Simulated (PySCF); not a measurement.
Molecule (SMILES): [Si](F)F (closed-shell singlet).
Geometry (B3LYP-D3(BJ)/def2-TZVP, fixed):
```xyz
3

Si     0.0153     0.0127     0.5768
F      1.0240    -0.6902    -0.4611
F     -1.0478     0.6704    -0.4362
```

Basis-set convergence of the isotropic shielding of Si1 at PBE with PySCF. GIAO, no density fitting; atoms are numbered in the order shown. All functions are spherical. No added dispersion term, no relativity. Reference: the value in pcSseg-3, 320.79 ppm, itself unsure by roughly 3.02 ppm (its mean distance from pcseg-3, pcSseg-2). Deviations are taken from unrounded values. Cost is core time over that of aug-pcseg-1, rough, on shared machines of one kind; a dash marks a row that isn't timed (too short, read off another run, short of memory, by another algorithm or on other hardware).

| basis | functions | isotropic shielding of Si1 (ppm) | minus reference (ppm) | cost |
|---|---|---|---|---|
| pcseg-0 | 31 | 268.72 | -52.07 | - |
| 6-31G** | 46 | 360.77 | 39.97 | - |
| def2-SVP | 46 | 367.76 | 46.96 | - |
| pcseg-1 | 46 | 316.46 | -4.33 | - |
| 6-31+G* | 58 | 375.42 | 54.63 | - |
| 6-311G** | 62 | 308.42 | -12.37 | - |
| def2-SVPD | 70 | 379.54 | 58.75 | 0.7× |
| aug-pcseg-1 | 73 | 324.96 | 4.16 | 1× |
| aug-cc-pV(D+d)Z | 78 | 373.95 | 53.15 | 0.9× |
| 6-311++G(2d,2p) | 89 | 319.81 | -0.98 | 1× |
| pcseg-2 | 94 | 319.43 | -1.37 | 1× |
| jun-cc-pV(T+d)Z | 126 | 332.27 | 11.48 | 3× |
| def2-TZVPPD | 128 | 315.48 | -5.31 | 2× |
| cc-pCVTZ | 145 | 322.15 | 1.35 | 3× |
| def2-QZVPP | 184 | 316.75 | -4.04 | 10× |
| pcseg-3 | 184 | 317.75 | -3.05 | 10× |
| def2-QZVPPD | 208 | 316.87 | -3.92 | 10× |
| pcSseg-3 | 220 | 320.79 | 0.00 | 10× |
